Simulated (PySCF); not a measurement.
Telling isomers of C₇H₁₁PSi apart by NMR

Theoretical values (PySCF): GFN2-xTB geometry, PBE0/pcSseg-1 with gauge-including orbitals. A single conformation, averaged over atoms made equivalent by symmetry, fast rotation or ring inversion, no solvent, no relativistic terms.

Referencing at the same level of theory: 1H, 13C against TMS. Splittings of carbon signals by F and P are missing where no couplings were computed. Where no couplings were computed, multiplicities follow the n + 1 count of equivalent neighbours, and m marks all less simple cases (inequivalent or close neighbours, rings, F or P nearby). Shifts are as computed. Against solution values, carbons near 30 ppm lie about +3 ppm off and those near 130 ppm about +5 ppm. Of 1211 compounds with measured shifts, 218 miss one by over three times the rms of a fit or turn the order of signals round; such compounds aren't used in these exercises.

(1) Tabulate the signals of `C=Cc1cc(C)c([SiH3])[pH]1`, `CCc1ccc([SiH3])cp1`, `Cc1ccccc1P[SiH3]` and their relative energies.

(2) What is the quickest way to tell CCc1ccc([SiH3])cp1 from Cc1ccccc1P[SiH3]?

(3) What is the quickest way to tell C=Cc1cc(C)c([SiH3])[pH]1 from CCc1ccc([SiH3])cp1?

(4) What is the quickest way to tell C=Cc1cc(C)c([SiH3])[pH]1 from Cc1ccccc1P[SiH3]?

Answers

(1) 
| SMILES | carbon types | δC | δH | E rel. (kcal/mol) |
| --- | --- | --- | --- | --- |
| C=Cc1cc(C)c([SiH3])[pH]1 | 3×C 2×CH 1×CH2 1×CH3 | 168.6, 167.9, 147.7, 141.6, 129.8, 124.2, 22.9 | 6.99 (m, 1H), 6.96 (m, 1H), 6.04 (m, 1H), 5.44 (m, 1H), 5.16 (m, 1H), 4.45 (m, 3H), 2.39 (s, 3H) | 31.1 |
| CCc1ccc([SiH3])cp1 | 2×C 3×CH 1×CH2 1×CH3 | 190.8, 174.2, 141.3, 138.3, 136.9, 38.7, 25.8 | 9.42 (m, 1H), 7.98 (m, 1H), 7.97 (m, 1H), 4.62 (s, 3H), 3.05 (m, 2H), 1.32 (t, 3H) | 8.8 |
| Cc1ccccc1P[SiH3] | 2×C 4×CH 1×CH3 | 146.8, 141.2, 137.6, 134.4, 133.9, 132.1, 24.8 | 7.79 (m, 1H), 7.44 (m, 1H), 7.42 (m, 1H), 7.38 (m, 1H), 3.97 (m, 3H), 3.33 (m, 1H), 2.63 (s, 3H) | 0.0 |

Energies are electronic energies at PBE0/pcSseg-1 on these geometries, without zero-point or thermal terms, each for the one conformer computed, which needn't be the lowest.

(2) Both give the same number of carbon signals, but DEPT or the intensities differ. The first has an sp3 CH2 on an aromatic ring at 38.7 ppm, the second a substituted aromatic carbon (C) at 146.8 ppm. Their most deshielded carbons lie at 190.8 and 146.8 ppm. In the proton spectra the most deshielded non-exchanging signals are 9.42 (m, 1H) and 7.79 (m, 1H).

(3) Both give the same number of carbon signals, but DEPT or the intensities differ. The first has a terminal =CH2 carbon at 124.2 ppm, the second an sp3 CH2 on an aromatic ring at 38.7 ppm. Their most deshielded carbons lie at 168.6 and 190.8 ppm. In the proton spectra the most deshielded non-exchanging signals are 6.99 (m, 1H) and 9.42 (m, 1H).

(4) Both give the same number of carbon signals, but DEPT or the intensities differ. The first has a terminal =CH2 carbon at 124.2 ppm, the second a substituted aromatic carbon (C) at 146.8 ppm. Their most deshielded carbons lie at 168.6 and 146.8 ppm. In the proton spectra the most deshielded non-exchanging signals are 6.99 (m, 1H) and 7.79 (m, 1H).
